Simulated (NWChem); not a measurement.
Molecule: C4H5N; SMILES C1C=CCN=1

```xyz
10

C      0.7284     0.9756     0.0000
C     -0.6190     1.0150     0.0000
C     -1.0924    -0.4004     0.0000
N      0.0801    -1.2414     0.0000
C      1.0895    -0.4453     0.0000
H      1.4228     1.8166     0.0000
H     -1.2591     1.8985     0.0000
H     -1.7216    -0.6375     0.8784
H     -1.7216    -0.6375    -0.8784
H      2.1165    -0.8298     0.0000
```
Atoms are numbered in this order, from 1.

All runs: NWChem. Coordinates come from a PBE0/def2-SVP optimisation. Level: M06-2X/def2-SVP with COSMO at NWChem's default radii, gas-phase geometry; the question gives the dielectric constant.

Question: Estimate the computed values for dielectric constant 20.7. Quantities: electrostatic solvation energy (kcal/mol); dipole in solution (D).

Answer: The electrostatic solvation energy (kcal/mol) is -5.2 and the dipole in solution (D) comes out as 2.72.
